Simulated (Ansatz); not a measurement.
Task: Name a neutral molecule of Al, C, F, Si and H with HOMO energy (B3LYP/def2-TZVPP) between -6.35 and -6.05 eV and HOMO–LUMO gap (B3LYP/def2-TZVPP) between 3.70 and 4.00 eV (Ansatz, PBE0-D4/def2-TZVP geometry).

Result: `F[SiH]1[CH2][AlH]1` (-6.16 eV, 3.99 eV); `F[Si]1([SiH3])[CH2][AlH]1` (-6.06 eV, 3.85 eV). Other molecules can fit too; these were computed, each in one conformer that needn't be the lowest.

B3LYP here is the variant with VWN-RPA as its local correlation; programs differ in this.
